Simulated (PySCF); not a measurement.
# Vibration and rotation of PbF

UHF-CCSD(T) constants of PbF, ²Π (doublet), unpaired electrons π ↑ (basis Pb def2-SVPD with ECP60, F def2-SVPD; scalar-relativistic core potentials; PySCF 2.14; masses 207.9766 and 18.9984 u):

```
ωe              : 506.5 cm⁻¹
ωexe            : 2.2 cm⁻¹
Be              : 0.21985 cm⁻¹
αe              : 0.00133 cm⁻¹
D (centrifugal) : 1.66e-07 cm⁻¹
De to Pb + F    : 4.48 eV
```

Q: Give the vibrational terms G(v) and spacings up to v = 6.

A: G(v) = ωe(v+½) − ωexe(v+½)².

| v | G(v) (cm⁻¹) | G(v) − G(v−1) | Bv (cm⁻¹) |
| --- | --- | --- | --- |
| 0 | 252.7 |  | 0.2192 |
| 1 | 754.8 | 502.1 | 0.2179 |
| 2 | 1252.5 | 497.7 | 0.2165 |
| 3 | 1745.8 | 493.3 | 0.2152 |
| 4 | 2234.7 | 488.9 | 0.2139 |
| 5 | 2719.2 | 484.5 | 0.2125 |
| 6 | 3199.3 | 480.1 | 0.2112 |

Q: How well does the Morse estimate ωe²/(4ωexe) reproduce De, and what is D0?

A: It gives 3.61 eV, 81 % of the computed De. D0 = De − G(0) = 4.48 − 0.03 = 4.45 eV.

Correlated steps freeze 5 core orbitals. Correlated levels converge slowly with the basis: in double zeta they bind strong bonds too weakly, by up to about 1 eV, and carry superposition errors of some tenths. Spin–orbit coupling is left out, which matters for elements this heavy, above all for dissociation energies. The state is the lowest determinant that a PBE0 search found; another state may lie lower at other levels.
